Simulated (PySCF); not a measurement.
CH6OSSi, SMILES O[SiH2]SC.

Geometry optimised at PBE-D3(BJ)/def2-SVP. Other conformers were not sampled.

These are PBE-D3(BJ)/def2-SVP (PySCF) values and carry that method's errors.

Frequencies are harmonic and unscaled.

```tsv
mode	ν (cm⁻¹)	IR (km/mol)	moving atoms (share of kinetic energy)
1	56	4.3	H 31 %, O 26 %, C 24 %, S 12 %
2	99	0.2	H 95 %
3	163	21.1	H 51 %, C 21 %, O 11 %, S 10 %
4	221	21.7	H 48 %, Si 19 %, S 15 %, C 15 %
5	270	73.6	O 41 %, H 30 %, S 16 %, Si 12 %
6	484	40.6	Si 42 %, S 39 %, H 13 %
7	556	36.8	H 71 %, Si 20 %
8	694	6.0	C 59 %, S 31 %, H 9 %
9	729	56.0	H 95 %
10	810	119.2	O 46 %, H 39 %, Si 15 %
11	856	195.3	H 88 %, Si 10 %
12	870	121.0	H 87 %, O 10 %
13	903	76.2	H 61 %, Si 26 %, O 13 %
14	926	11.8	H 83 %, C 14 %
15	941	0.7	H 80 %, C 16 %
16	1281	5.0	H 87 %, C 13 %
17	1397	10.1	H 95 %
18	1407	7.8	H 96 %
19	2126	116.7	H 97 %
20	2221	92.4	H 96 %
21	2977	21.6	H 98 %
22	3080	6.4	H 90 %, C 10 %
23	3095	1.3	H 90 %, C 10 %
24	3765	63.7	H 94 %
```
